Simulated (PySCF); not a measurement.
# Polarisability and C₆ of As (arsenic, neutral)

[Ar] 3d10 4s2 4p3, high-spin 4S determinant. Computed with PySCF 2.14 in aug-cc-pVQZ-PP with one added diffuse shell each of s, p, d, f, g type with ECP10MDF (8s7p6d4f3g, 114 functions), with a scalar-relativistic core potential. Coupled (time-dependent) response in atomic units; α is the mean over directions.

```
method  mean α (bohr³)  C₆ (like pair)  S(−4)
   UHF           30.33           256.7  267.9
   PBE           33.91           289.5  403.9
  PBE0           32.09           272.0  334.1
  BLYP           34.55           294.3  436.0
```

S(−4) is the Cauchy moment in α(ω) = α(0) + S(−4) ω² + …

Reference α: 30 ± 1 bohr³ (recommended; Schwerdtfeger and Nagle, table of static dipole polarizabilities (2023 update)). Published C₆: 246.0 (Chu and Dalgarno (2004); Tang, Norbeck and Certain (1976)).

α(iu) at UHF:

```csv
u (hartree),α(iu) (bohr³)
0,30.33
0.0500,29.68
0.100,27.92
0.200,22.88
0.300,17.93
0.500,11.04
0.750,6.556
1.00,4.296
1.50,2.272
2.00,1.431
3.00,0.7448
5.00,0.3224
```

A single London oscillator, α(iu) = α/(1 + u²/ω²), gives C₆ = (3/4) ω α². Matching the computed C₆ needs ω = 4 × 256.7 / (3 × 30.33²) = 0.372 hartree.

Energies and moments cover only the electrons outside the core potential.
